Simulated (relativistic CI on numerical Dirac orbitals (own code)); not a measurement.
# Ho: sensitivity of the levels to the model

Base calculation: Dirac-Coulomb-Breit CI, KLI orbitals optimised for each configuration, a model potential for QED, valence Slater integrals scaled by 0.85, P86 correlation energy added to each configuration.

Configurations in the expansion (outside the closed core [Xe]): 4f¹¹6s², 4f¹⁰6s²5d, 4f¹¹6s6p, 4f¹⁰6s²6p, 4f¹¹6s7s, 4f¹²6s, 4f¹³. Double excitations out of closed p, d and f shells are left out; levels of such configurations are missing from the list, as are those of other unlisted configurations, and high levels can miss mixing partners.

The lowest level and the first level of each name with at least 55 % of one term (blank where a level has no safe partner in the second run):

```csv
Level,Base (cm⁻¹),Shift (cm⁻¹)
4f¹⁰6s²5d ⁶I17/2,0.0,0.0
4f¹⁰6s²5d ⁶H15/2,208.0,0.0
4f¹⁰6s²5d ⁶G13/2,996.2,0.0
4f¹⁰6s²5d ⁶K19/2,1112.6,0.0
4f¹⁰6s²5d ⁶L21/2,2432.8,0.0
4f¹⁰6s²5d ⁴L19/2,3162.1,0.0
4f¹⁰6s²5d ⁶L19/2,7938.1,0.0
4f¹⁰6s²5d ⁴G11/2,9583.9,0.0
4f¹⁰6s²6p ⁶H°15/2,9677.9,
4f¹⁰6s²5d ⁶L15/2,10501.7,0.0
4f¹¹6s² ⁴I°15/2,12113.8,+19.7
4f¹⁰6s²6p ⁶K°19/2,12261.4,
4f¹⁰6s²6p ⁴H°13/2,12844.7,
4f¹⁰6s²5d ⁶H5/2,13464.8,0.0
```

For a near-neutral ion this model can misplace configurations by up to about 10,000 cm⁻¹ (more where the count of f electrons changes) and terms by 10 to 25 % of their spread. Rates follow the energies as ν³ (E1, M1) or ν⁵ (E2), so they and the lifetimes can be off by large factors. The fine structure of a lone outer electron comes out too small, for d and f at times inverted, and misplaced configurations move strength between like terms. 6 of the 26 excited levels that our extract of the measured tables holds in this range could be paired (the sources list more); they are missed by 6364 cm⁻¹ on average and 13271 at most, and levels without a partner can miss by more. Some levels of the ground configuration have no partner and can miss by 10 % or more. The computed lowest level isn't the tabulated ground level, which NIST ASD gives as 4f11 6s2 4I°15/2.

Q: One thing was changed in a second run, which moved the levels as shown. Which?
A. self-excluded LDA correlation estimate
B. one mean potential for all configurations
C. QED terms removed
D. only the first 3 configurations
E. Slater integrals left unscaled
F. Breit term removed

A: D. Only the first 3 configurations. With fewer configurations the levels that remain lose their mixing partners.

LS names give the leading component of a level, which can be under half, so a name can repeat, a term be missing and a line seem to break the LS rules.
